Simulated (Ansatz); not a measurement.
Harmonic vibrations of Mg₂Cl₂⁺ by finite differences.

```yaml
crystal:
  periodic: [false, false, false]
  atoms:
    - {symbol: Mg, position_ang: [0.738072, -0.134295, 1.431447]}
    - {symbol: Mg, position_ang: [-0.738041, 0.134112, -1.431344]}
    - {symbol: Cl, position_ang: [1.472644, -0.292698, -0.786880]}
    - {symbol: Cl, position_ang: [-1.472675, 0.292881, 0.786767]}
basis:
  gaussian: {orbitals: def2-TZVP}
total_charge: 1
magnetization: {spin_polarized: true, initial_magnetization: 1}
hamiltonian: {xc: pbe0, dispersion: d4}
scf: {omitted_lower_state_checks: [starts]}
phonons: {temperatures: {t_min: 298.15, t_max: 900, t_step: 200}}
```

```sh
$ ansatz run in.yaml --threads 4 --pin off --events-out ev --progress --plain --max-ram 3916MiB
```

Shortened log:

```
Functional definition: PBE0
mean field -35918.45787582 eV, -1319.9789805311 hartree, gradient 2.8e-5 eV, S^2 0.753294; 0 other end points of the search recorded, 0 dependent functions left out
mean field -35918.45783933 eV, -1319.9789791903 hartree, gradient 1.4e-6 eV, S^2 0.753297; 0 other end points of the search recorded, 0 dependent functions left out
mean field -35918.45787675 eV, -1319.9789805654 hartree, gradient 1.2e-6 eV, S^2 0.753291; 0 other end points of the search recorded, 0 dependent functions left out
mean field -35918.45787787 eV, -1319.9789806065 hartree, gradient 1.6e-6 eV, S^2 0.753293; 0 other end points of the search recorded, 0 dependent functions left out
mean field -35918.45787049 eV, -1319.9789803354 hartree, gradient 2.4e-6 eV, S^2 0.753294; 0 other end points of the search recorded, 0 dependent functions left out
mean field -35918.45782323 eV, -1319.9789785984 hartree, gradient 2.4e-6 eV, S^2 0.753299; 0 other end points of the search recorded, 0 dependent functions left out
mean field -35918.45789717 eV, -1319.9789813158 hartree, gradient 2.1e-6 eV, S^2 0.753289; 0 other end points of the search recorded, 0 dependent functions left out
mean field -35918.45787629 eV, -1319.9789805485 hartree, gradient 1.2e-6 eV, S^2 0.753291; 0 other end points of the search recorded, 0 dependent functions left out
mean field -35918.45783976 eV, -1319.9789792060 hartree, gradient 1.4e-6 eV, S^2 0.753297; 0 other end points of the search recorded, 0 dependent functions left out
mean field -35918.45787113 eV, -1319.9789803589 hartree, gradient 2.4e-6 eV, S^2 0.753294; 0 other end points of the search recorded, 0 dependent functions left out
mean field -35918.45787723 eV, -1319.9789805829 hartree, gradient 1.6e-6 eV, S^2 0.753293; 0 other end points of the search recorded, 0 dependent functions left out
mean field -35918.45789678 eV, -1319.9789813015 hartree, gradient 2.1e-6 eV, S^2 0.753289; 0 other end points of the search recorded, 0 dependent functions left out
mean field -35918.45782359 eV, -1319.9789786119 hartree, gradient 2.4e-6 eV, S^2 0.753299; 0 other end points of the search recorded, 0 dependent functions left out
mean field -35918.45786758 eV, -1319.9789802285 hartree, gradient 1.0e-6 eV, S^2 0.753298; 0 other end points of the search recorded, 0 dependent functions left out
mean field -35918.45783855 eV, -1319.9789791616 hartree, gradient 1.5e-6 eV, S^2 0.753290; 0 other end points of the search recorded, 0 dependent functions left out
mean field -35918.45787086 eV, -1319.9789803488 hartree, gradient 2.8e-6 eV, S^2 0.753293; 0 other end points of the search recorded, 0 dependent functions left out
mean field -35918.45787714 eV, -1319.9789805797 hartree, gradient 1.3e-6 eV, S^2 0.753295; 0 other end points of the search recorded, 0 dependent functions left out
mean field -35918.45785624 eV, -1319.9789798118 hartree, gradient 1.9e-6 eV, S^2 0.753292; 0 other end points of the search recorded, 0 dependent functions left out
mean field -35918.45787033 eV, -1319.9789803293 hartree, gradient 1.7e-6 eV, S^2 0.753296; 0 other end points of the search recorded, 0 dependent functions left out
mean field -35918.45783901 eV, -1319.9789791784 hartree, gradient 1.5e-6 eV, S^2 0.753290; 0 other end points of the search recorded, 0 dependent functions left out
mean field -35918.45786715 eV, -1319.9789802127 hartree, gradient 1.0e-6 eV, S^2 0.753298; 0 other end points of the search recorded, 0 dependent functions left out
mean field -35918.45787650 eV, -1319.9789805561 hartree, gradient 1.3e-6 eV, S^2 0.753295; 0 other end points of the search recorded, 0 dependent functions left out
mean field -35918.45787149 eV, -1319.9789803722 hartree, gradient 2.8e-6 eV, S^2 0.753293; 0 other end points of the search recorded, 0 dependent functions left out
mean field -35918.45787069 eV, -1319.9789803428 hartree, gradient 1.7e-6 eV, S^2 0.753296; 0 other end points of the search recorded, 0 dependent functions left out
mean field -35918.45785585 eV, -1319.9789797975 hartree, gradient 1.9e-6 eV, S^2 0.753292; 0 other end points of the search recorded, 0 dependent functions left out
Total energy: -35918.54992709 eV, -1319.9823633529 hartree
Atom 0 at     0.738072    -0.134295     1.431447 Å, force    -0.008502     0.001656    -0.016736 eV/Å
Atom 1 at    -0.738041     0.134112    -1.431344 Å, force     0.008322    -0.001399     0.016585 eV/Å
Atom 2 at     1.472644    -0.292698    -0.786880 Å, force    -0.003986     0.000683     0.002427 eV/Å
Atom 3 at    -1.472675     0.292881     0.786767 Å, force     0.004166    -0.000940    -0.002276 eV/Å
Dipole moment:    -0.000203    -0.000137    -0.000362 e Å
Vibrations: 108.69 133.63 195.17 296.92 365.79 378.94 cm⁻¹, zero-point energy 0.091695 eV
Checks for a lower state left out: starts
```

It took 50 s on 4 threads of Arm Neoverse V1 on a shared host.

The structure comes from a short search, and lower isomers may exist.
